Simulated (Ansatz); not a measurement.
Ga10P11H28⁺, a nanocrystal cut from wurtzite GaP (hydrogen-capped). The state is a singlet with charge 1. Geometry PBE-D4/def2-SVP.

```xyz
49

P     2.675    3.013   -2.103
Ga    2.917    0.543   -1.857
P     2.919    0.404    2.600
Ga    3.036   -2.007    3.215
P     0.930    3.476    1.083
Ga    0.851    4.255   -1.191
Ga    0.941    1.088    1.492
P     0.954    0.011   -0.581
P     0.944   -2.632    2.154
Ga    0.983   -2.382   -0.219
P    -0.986    2.977   -2.071
Ga   -1.006    0.580   -1.716
P    -0.946   -0.603   -3.766
P    -1.068   -3.157   -1.162
Ga   -1.087   -3.083   -3.588
P    -1.003    0.553    2.684
Ga   -0.928   -1.767    3.320
Ga   -2.861    1.556    1.491
P    -2.887    0.061   -0.420
P    -2.838   -2.644    2.141
Ga   -3.085   -2.330   -0.235
H     3.838    3.709   -1.646
H     2.724    3.418   -3.474
H     4.188    0.397   -0.940
H     2.738    0.017   -3.330
H     3.993    0.828    1.757
H     3.127    1.282    3.708
H     4.237   -2.564    2.371
H     2.847   -1.983    4.775
H     2.088    4.075    1.671
H    -0.088    4.117    1.852
H     0.764    5.805   -1.383
H     0.866   -4.048    2.362
H     2.257   -3.017   -0.891
H    -1.036    3.261   -3.471
H    -2.223    3.560   -1.662
H     0.233   -0.148   -4.433
H    -1.938   -0.039   -4.627
H    -1.090   -4.558   -0.863
H     0.294   -3.590   -4.137
H    -2.536   -3.394   -4.113
H    -0.876    1.280    3.911
H    -0.996   -1.989    4.871
H    -2.286    2.931    0.923
H    -4.188    1.416    2.318
H    -3.997    0.466   -1.230
H    -2.925   -4.044    2.416
H    -4.034   -2.214    2.798
H    -4.438   -2.887   -0.802
```

The 6-31G sets use Cartesian d functions. B3LYP takes the VWN-RPA correlation. Single mean-field runs in 6-31G, def2-SVP, def2-TZVP are fitted with def2-universal-jkfit.

Question: Estimate the orbital energies around the gap (eV) in Ansatz with r2SCAN-D4/def2-SVP, B3LYP-D4/6-31G, PBE0-D4/def2-SVP, PBE0-D4/def2-TZVP, BHLYP-D4/def2-SVP.

Answer: 
| orbital | r2SCAN-D4/def2-SVP | B3LYP-D4/6-31G | PBE0-D4/def2-SVP | PBE0-D4/def2-TZVP | BHLYP-D4/def2-SVP |
| --- | --- | --- | --- | --- | --- |
| HOMO−9 | -9.85 | -10.49 | -10.69 | -10.69 | -11.66 |
| HOMO−8 | -9.79 | -10.42 | -10.63 | -10.63 | -11.63 |
| HOMO−7 | -9.69 | -10.30 | -10.51 | -10.51 | -11.49 |
| HOMO−6 | -9.62 | -10.21 | -10.42 | -10.42 | -11.40 |
| HOMO−5 | -9.58 | -10.15 | -10.34 | -10.30 | -11.21 |
| HOMO−4 | -9.51 | -10.09 | -10.30 | -10.28 | -11.21 |
| HOMO−3 | -9.33 | -9.91 | -10.12 | -10.11 | -11.03 |
| HOMO−2 | -9.32 | -9.87 | -10.09 | -10.07 | -10.99 |
| HOMO−1 | -8.95 | -9.50 | -9.72 | -9.71 | -10.62 |
| HOMO | -8.79 | -9.32 | -9.54 | -9.52 | -10.41 |
| LUMO | -4.68 | -4.02 | -4.09 | -4.25 | -3.16 |
| LUMO+1 | -4.60 | -3.92 | -4.03 | -4.14 | -3.15 |
| LUMO+2 | -4.56 | -3.89 | -3.97 | -4.09 | -3.05 |
| LUMO+3 | -4.38 | -3.66 | -3.80 | -3.92 | -2.89 |
| LUMO+4 | -4.30 | -3.53 | -3.68 | -3.88 | -2.75 |
| LUMO+5 | -3.99 | -3.43 | -3.43 | -3.56 | -2.52 |
